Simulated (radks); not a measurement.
Results of a calculation; reference values are marked as such.
Ionisation of neutral cobalt, [Ar] 3d7 4s2, to [Ar] 3d8 as the strength of local exchange is varied. Level of theory: scalar-relativistic Kohn-Sham, Slater X-alpha exchange (alpha = 2/3 is LDA exchange), no correlation, spin-unpolarised, spherical densities, finite nucleus; Fermi nuclear charge, rms radius 3.7875 fm (a radial shooting solver on a logarithmic mesh with Libxc functionals).

| alpha | E(Co) (hartree) | exchange (hartree) | IE (eV) | -e of the level emptied (eV) | <r> of it (bohr) |
|---|---|---|---|---|---|
| 0.555 | -1379.35240 | -45.08901 | 6.361 | 4.046 (4s) | 3.020 |
| 0.586 | -1381.87499 | -47.69788 | 6.286 | 4.221 (4s) | 2.995 |
| 0.621 | -1384.72882 | -50.65473 | 6.192 | 4.424 (4s) | 2.967 |
| 0.667 | -1388.48882 | -54.55916 | 6.053 | 4.695 (4s) | 2.932 |
| 0.69 | -1390.37276 | -56.51914 | 5.977 | 4.834 (4s) | 2.914 |
| 0.786 | -1398.26445 | -64.75570 | 5.612 | 5.429 (4s) | 2.843 |
| 0.798 | -1399.25412 | -65.79158 | 5.561 | 5.505 (4s) | 2.835 |
| 0.925 | -1409.77158 | -76.84021 | 4.944 | 6.340 (4s) | 2.748 |

NIST Atomic Spectra Database: 7.881 eV (measured). The central value is not met in this range of alpha. Spin polarisation and multiplet splitting are left out, so open shells lie too high by an amount that depends on their filling.

Beside tabulated values, note that spin-unpolarised runs miss the spin-polarisation part of the exchange energy of open shells.
